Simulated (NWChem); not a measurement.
System: C4H3FOS; SMILES Oc1cc(F)cs1

Parts of the log:

```
             Northwest Computational Chemistry Package (NWChem) 7.3.0
             --------------------------------------------------------

 CS  symmetry detected

                             Geometry "geometry" -> ""
                             -------------------------

 Output coordinates in angstroms (scale by  1.889725989 to convert to a.u.)

  No.       Tag          Charge          X              Y              Z
 ---- ---------------- ---------- -------------- -------------- --------------
    1 O                    8.0000    -1.19937352    -2.13899870     0.00000000
    2 C                    6.0000    -0.54972352    -0.96751553     0.00000000
    3 C                    6.0000    -1.13913241     0.26688647     0.00000000
    4 C                    6.0000    -0.15414135     1.29354268     0.00000000
    5 F                    9.0000    -0.49302263     2.57525268     0.00000000
    6 C                    6.0000     1.14044311     0.86519758     0.00000000
    7 S                   16.0000     1.18676737    -0.86456136     0.00000000
    8 H                    1.0000    -0.57761594    -2.87482751     0.00000000
    9 H                    1.0000    -2.21450027     0.43560769     0.00000000
   10 H                    1.0000     2.05135506     1.45824978     0.00000000

 Effective nuclear repulsion energy (a.u.)     350.8366483846

      Symmetry information
      --------------------

 Group name             Cs
 Group number              2
 Group order               2
 No. of unique centers    10

                                 NWChem DFT Module
                                 -----------------

 Summary of "ao basis" -> "ao basis" (spherical)
 ------------------------------------------------------------------------------
       Tag                 Description            Shells   Functions and Types
 ---------------- ------------------------------  ------  ---------------------
 O                          def2-svp                 6       14   3s2p1d
 C                          def2-svp                 6       14   3s2p1d
 F                          def2-svp                 6       14   3s2p1d
 S                          def2-svp                 8       18   4s3p1d
 H                          def2-svp                 3        5   2s1p

      Symmetry analysis of basis
      --------------------------

        a'         85
        a"         32

            General Information
            -------------------
          SCF calculation type: DFT
          Wavefunction type:  closed shell.
          No. of atoms     :    10
          No. of electrons :    60
           Alpha electrons :    30
            Beta electrons :    30
          Charge           :     0
          Spin multiplicity:     1
          Use of symmetry is: on ; symmetry adaption is: on
          Maximum number of iterations: 150
          AO basis - number of functions:   117
                     number of shells:    53
          Convergence on energy requested:  1.00D-06
          Convergence on density requested:  1.00D-05
          Convergence on gradient requested:  5.00D-04

              XC Information
              --------------
                    Becke 1988 Exchange Functional  1.000
              Lee-Yang-Parr Correlation Functional  1.000

             Grid Information
             ----------------
          Grid used for XC integration:  medium
          Radial quadrature: Mura-Knowles
          Angular quadrature: Lebedev.
          Tag              B.-S. Rad. Rad. Pts. Rad. Cut. Ang. Pts.
          ---              ---------- --------- --------- ---------
          O                   0.60       49          12.0       434
          C                   0.70       49          11.0       434
          F                   0.50       49          13.0       434
          S                   1.00       88          10.0       590
          H                   0.35       45          12.0       434
          Grid pruning is: on
          Number of quadrature shells:   517
          Spatial weights used:  Erf1

      Superposition of Atomic Density Guess
      -------------------------------------

 Sum of atomic energies:        -723.32806283

      Non-variational initial energy
      ------------------------------

 Total energy =    -727.163802
 1-e energy   =   -1692.890965
 2-e energy   =     614.890515
 HOMO         =      -0.207565
 LUMO         =       0.048003

      Symmetry analysis of molecular orbitals - initial
      -------------------------------------------------

  Numbering of irreducible representations:

     1 a'          2 a"

  Orbital symmetries:

     1 a'          2 a'          3 a'          4 a'          5 a'
     6 a'          7 a'          8 a'          9 a'         10 a'
    11 a"         12 a'         13 a'         14 a'         15 a'
    16 a'         17 a'         18 a'         19 a'         20 a"
    21 a'         22 a'         23 a'         24 a"         25 a'
    26 a'         27 a"         28 a'         29 a"         30 a"
    31 a"         32 a'         33 a'         34 a"         35 a'
    36 a'         37 a'         38 a'         39 a'         40 a'

     ---------------------------------------------
      Total Density - Mulliken Population Analysis
     ---------------------------------------------

    Atom       Charge   Shell Charges
 -----------   ------   -------------------------------------------------------
    1 O    8     8.46   1.99  1.09  0.61  2.98  1.77  0.01
    2 C    6     5.62   1.99  0.92  0.19  1.65  0.79  0.08
    3 C    6     6.34   1.99  0.97  0.33  2.13  0.88  0.03
    4 C    6     5.49   1.99  0.92  0.15  1.70  0.65  0.08
    5 F    9     9.36   1.99  1.14  0.76  3.43  2.03  0.01
    6 C    6     6.33   1.99  0.97  0.32  2.01  1.01  0.03
    7 S   16    15.93   2.00  1.99  1.19  0.65  5.94  1.72  2.37  0.08
    8 H    1     0.67   0.53  0.07  0.06
    9 H    1     0.92   0.66  0.22  0.03
   10 H    1     0.90   0.66  0.21  0.03

[...]
```

Level: BLYP/def2-SVP. The geometry was optimised at PBE0/def2-SVP.

Problem. Reconstruct the input file.

Solution. Several could match; the one computed here: the input that was run:
```
start job
memory heap 200 mb stack 900 mb global 1100 mb
geometry units angstroms noautoz
  O     -1.199411    -2.141503     0.000000
  C     -0.549429    -0.970204     0.000000
  C     -1.138488     0.264365     0.000000
  C     -0.153206     1.290742     0.000000
  F     -0.491724     2.572548     0.000000
  C      1.141257     0.862030     0.000000
  S      1.187091    -0.867742     0.000000
  H     -0.577862    -2.877508     0.000000
  H     -2.213808     0.433391     0.000000
  H      2.052337     1.454824     0.000000
end
basis spherical
  * library def2-svp
end
dft
  xc becke88 lyp
  iterations 150
  mulliken
end
task dft energy
```
